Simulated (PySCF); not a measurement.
## Polarisability and C₆ of Bi⁺ (bismuth, charge +1)

[Xe] 4f14 5d10 6s2 6p2, high-spin 3P determinant. All numbers are calculated (PySCF 2.14, the spin-free X2C one-electron Hamiltonian (Gaussian nucleus), in ANO-RCC-VTZP (8s7p5d3f2g, 93 functions)). Coupled (time-dependent) response in atomic units; α is the mean over directions. The basis has no added diffuse functions, which lowers α and C₆.

```json
{"method": "UHF", "mean α (bohr³)": "23.92", "α xx, yy, zz": "21.19, 25.29, 25.29", "C₆ (like pair)": "230.0", "S(−4)": "115.9"}
{"method": "PBE", "mean α (bohr³)": "23.95", "α xx, yy, zz": "20.30, 25.78, 25.78", "C₆ (like pair)": "227.9", "S(−4)": "126.9"}
```

S(−4) is the Cauchy moment in α(ω) = α(0) + S(−4) ω² + …

Spin-orbit coupling is absent.

α(iu) at UHF:

```csv
u (hartree),α(iu) (bohr³)
0,23.92
0.0500,23.64
0.100,22.83
0.200,20.21
0.300,17.17
0.500,12.09
0.750,8.203
1.00,6.003
1.50,3.758
2.00,2.640
3.00,1.537
5.00,0.7119
```

A single London oscillator, α(iu) = α/(1 + u²/ω²), gives C₆ = (3/4) ω α². Matching the computed C₆ needs ω = 4 × 230.0 / (3 × 23.92²) = 0.536 hartree.

For an ion, C₆ is the dispersion term alone; charge-induced terms of lower order in 1/R come first.

The components differ because the open shell of this determinant is not spherical; for a pure term their mean is the scalar polarisability.

Spin-orbit coupling is strong in this species (close to jj coupling), so the high-spin LS determinant is a model state, not a physical level.
